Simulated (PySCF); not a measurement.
Species: CH₇NSSi₂.
Structure used (PBE0-D3(BJ)/def2-SVP), in Å, numbered top down from 1:
```xyz
12
CH7NSSi2 angstrom
C     -1.5564    0.6079    0.7042
N     -0.6949    0.2378   -0.1396
Si    -0.7727   -1.1686   -1.1815
S      0.9225   -2.3760   -0.6920
Si     2.3788   -0.7879   -0.5280
H     -2.5243    0.0919    0.8822
H     -1.3781    1.5010    1.3315
H     -1.9886   -2.0204   -0.9879
H     -0.7052   -0.6650   -2.5817
H      3.6994   -1.4696   -0.6592
H      2.3132   -0.1013    0.7921
H      2.2097    0.1992   -1.6333
```

Method used: PBE0-D3(BJ)/def2-SVP geometry optimisation, gas phase (PySCF).

Take the most abundant isotopes and a rigid rotor. The values belong to one conformer with, in the numbering `[CH2:1]=[N:2][SiH2:3][S:4][SiH3:5]`, C1–N2–Si3–S4 -120°, N2–Si3–S4–Si5 -42°.

**Question.** Give the principal moments of inertia and the rotational constants in MHz.

**Answer.** Ia = 139.16, Ib = 313.46, Ic = 404.31 u·Å²; 505379 MHz·u·Å²/I gives A = 3632, B = 1612, C = 1250 MHz.

**Question.** What kind of rotor is it?

**Answer.** An asymmetric top: κ = (2 × 1612 − 3632 − 1250)/(3632 − 1250) = -0.70.

**Question.** What does the inertial defect say?

**Answer.** Not planar: Δ = Ic − Ia − Ib = -48.31 u·Å². For a rigid frame Δ = −2 Σ m c², so Σ m c² = 24.15 u·Å² lies off the ab plane: 8.14 from hydrogen and 16.01 from heavier atoms. The atom farthest from that plane is 1.93 Å away.

**Question.** Give the other two planar moments, Paa and Pbb, and the rms extents of the mass along the axes.

**Answer.** Paa = Σ m a² = (Ib + Ic − Ia)/2 = 289.31 and Pbb = Σ m b² = (Ia + Ic − Ib)/2 = 115.01 u·Å². With the mass M = 120.98 u, the rms extents √(P/M) along a, b and c are 1.55, 0.97, 0.45 Å.

**Question.** Where do the levels up to J = 4 lie, in MHz?

**Answer.** Above 0(0,0):
J = 1: 1(0,1) 2862, 1(1,1) 4882, 1(1,0) 5244
J = 2: 2(0,2) 8542, 2(1,2) 10244, 2(1,1) 11331, 2(2,1) 17389, 2(2,0) 17433
J = 3: 3(0,3) 16955, 3(1,3) 18261, 3(1,2) 20431, 3(2,2) 25976, 3(2,1) 26194, 3(3,1) 37005, 3(3,0) 37008
J = 4: 4(0,4) 27994, 4(1,4) 28905, 4(1,3) 32504, 4(2,3) 37390, 4(2,2) 38017, 4(3,2) 48533, 4(3,1) 48557, 4(4,1) 63866, 4(4,0) 63866
Those of J = 1 are B + C, A + C and A + B.

**Question.** Predict some low-J microwave lines.

**Answer.** The dipole components are |μa| = 2.09 D, |μb| = 0.66 D, |μc| = 0.13 D. The squared components, which scale the intensities, stand as 1.00 : 0.10 : 0.00 (a : b : c). Some of the stronger lines:

```csv
type,branch,"J(Ka,Kc)",MHz,lower level (cm⁻¹)
a,Q,"1(1,0) ← 1(1,1)",362,0.163
a,R,"1(0,1) ← 0(0,0)",2862,0.000
a,Q,"4(1,3) ← 4(1,4)",3599,0.964
a,R,"2(1,2) ← 1(1,1)",5362,0.163
a,R,"3(1,3) ← 2(1,2)",8017,0.342
a,R,"3(2,1) ← 2(2,0)",8760,0.582
a,R,"3(1,2) ← 2(1,1)",9100,0.378
a,R,"4(2,3) ← 3(2,2)",11414,0.866
a,R,"4(3,1) ← 3(3,0)",11549,1.234
a,R,"4(2,2) ← 3(2,1)",11824,0.874
a,R,"4(1,3) ← 3(1,2)",12073,0.682
a,R,"5(1,5) ← 4(1,4)",13243,0.964
a,R,"5(0,5) ← 4(0,4)",13571,0.934
a,R,"5(4,1) ← 4(4,0)",14412,2.130
a,R,"5(3,2) ← 4(3,1)",14501,1.620
a,R,"5(2,3) ← 4(2,2)",14951,1.268
a,R,"5(1,4) ← 4(1,3)",14984,1.084
```

**Question.** Estimate the classical rotational partition function at 10 K, 50 K and 298.15 K.

**Answer.** Point group C1, symmetry number σ = 1; q = (√π/σ)·√((kT/h)³/(ABC)), k/h = 20836.6 MHz/K: 1970 at 10 K, 22000 at 50 K, 321000 at 298.15 K.

No PBE0-D3(BJ)/def2-SVP frequencies stand behind this structure, so it isn't proved a minimum. No vibrational averaging or centrifugal distortion is included, and the geometry carries the error of its method. A rigid rotor knows nothing of internal rotation, which can split or shift real lines. Quadrupole hyperfine structure (14N) is left out.
